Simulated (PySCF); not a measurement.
`C=C[C@@H](C)[AsH][GeH3]`, C$_{4}$H$_{11}$AsGe

Molfile (atoms numbered from 1):
```
C4H11AsGe
     RDKit          3D

 17 16  0  0  0  0  0  0  0  0999 V2000
   -1.1587   -1.7587    0.2525 C   0  0  0  0  0  0  0  0  0  0  0  0
   -1.0003   -0.5276    0.7079 C   0  0  0  0  0  0  0  0  0  0  0  0
   -0.5160    0.6160   -0.1087 C   0  0  1  0  0  0  0  0  0  0  0  0
   -1.3667    1.8634    0.1078 C   0  0  0  0  0  0  0  0  0  0  0  0
    1.4007    0.9948    0.4324 As  0  0  0  0  0  3  0  0  0  0  0  0
    2.2992   -0.8866   -0.7196 Ge  0  0  0  0  0  4  0  0  0  0  0  0
   -0.9676   -2.0057   -0.7810 H   0  0  0  0  0  0  0  0  0  0  0  0
   -1.4942   -2.5648    0.8829 H   0  0  0  0  0  0  0  0  0  0  0  0
   -1.2101   -0.2977    1.7479 H   0  0  0  0  0  0  0  0  0  0  0  0
   -0.5289    0.3399   -1.1685 H   0  0  0  0  0  0  0  0  0  0  0  0
   -0.9840    2.6948   -0.4861 H   0  0  0  0  0  0  0  0  0  0  0  0
   -2.4005    1.6776   -0.1838 H   0  0  0  0  0  0  0  0  0  0  0  0
   -1.3526    2.1577    1.1584 H   0  0  0  0  0  0  0  0  0  0  0  0
    1.6574    1.8811   -0.7658 H   0  0  0  0  0  0  0  0  0  0  0  0
    3.7641   -0.7845   -1.0661 H   0  0  0  0  0  0  0  0  0  0  0  0
    2.2125   -2.1805    0.0461 H   0  0  0  0  0  0  0  0  0  0  0  0
    1.6389   -1.2071   -2.0409 H   0  0  0  0  0  0  0  0  0  0  0  0
  1  2  2  0
  2  3  1  0
  3  4  1  0
  3  5  1  0
  5  6  1  0
  1  7  1  0
  1  8  1  0
  2  9  1  0
  3 10  1  6
  4 11  1  0
  4 12  1  0
  4 13  1  0
  5 14  1  0
  6 15  1  0
  6 16  1  0
  6 17  1  0
M  END
```

Theory: GIAO BHandHLYP/pcSseg-1 magnetisability, rotational g tensor and spin-rotation constants, non-relativistic, gas phase in PySCF. Geometry: GFN2-xTB.

The calculation is non-relativistic, which matters for the atoms heavier than Zn.

(1) Give the nuclear spin-rotation constants along the inertial axes (H = +C I·J) beside the isotropic shieldings.

(2) How do the rotational constants and the g tensor change when H7, H8, H9, H10, H11, H12, H13, H14, H15, H16, H17 are replaced by deuterium?

Results:

(1) Rotational constants 1.9343, 1.0464, 0.7498 GHz. A star marks the isotopologue with that one atom substituted, in its own axes.
```csv
atom,isotope,Caa (kHz),Cbb (kHz),Ccc (kHz),mean (kHz),σ (ppm)
As5,75As,2.203,1.088,1.060,1.450,1732.1
H7,1H,-0.118,-0.094,0.017,-0.065,26.5
H8,1H,-0.211,-0.011,-0.010,-0.077,26.8
H9,1H,-0.105,-0.106,0.027,-0.061,26.0
H10,1H,-0.171,-0.096,0.007,-0.086,28.9
H11,1H,-0.210,-0.033,-0.042,-0.095,30.4
H12,1H,-0.096,-0.056,-0.069,-0.073,30.3
H13,1H,-0.167,-0.098,-0.013,-0.092,30.4
H14,1H,-0.201,-0.077,-0.005,-0.094,29.1
H15,1H,0.003,-0.065,-0.073,-0.045,28.3
H16,1H,-0.171,-0.034,-0.029,-0.078,28.5
H17,1H,-0.171,-0.067,-0.004,-0.081,28.3
C1,13C*,0.396,0.306,0.294,0.332,65.9
C2,13C*,0.479,0.349,0.342,0.390,34.2
C3,13C*,0.365,0.186,0.125,0.225,145.0
C4,13C*,0.268,0.163,0.123,0.185,161.0
Ge6,73Ge*,-0.448,-0.260,-0.186,-0.298,1621.8
```
For the geometry as given, no vibrational averaging.

(2) Constants 1.6605, 0.9156, 0.6645 GHz; g -0.0068, -0.0055, -0.0056, against -0.0080, -0.0062, -0.0063 before.
